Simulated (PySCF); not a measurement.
Correlation energy of Zn (zinc, neutral)

[Ar] 3d10 4s1 4p1, 4s spin antiparallel (an excited configuration). Calculation: PySCF 2.14, in aug-cc-pVDZ-PP with ECP10MDF (5s5p4d2f, 54 functions); scalar relativity through the core potential. Frozen: 3s2 3p6; 12 electrons correlated.

MP2 pair energies summed by pair of shells (mhartree):

```csv
pair,energy,share (%)
3d-3d,-397.41,89.6
3d-4s,-24.04,5.4
4s-4p,-13.87,3.1
3d-4p,-8.17,1.8
```

Total MP2 correlation energy: -443.49 mhartree.

Same-spin part -160.35 and opposite-spin part -283.14 mhartree; SCS-MP2 scales them by 1/3 and 6/5 to -393.22 mhartree.
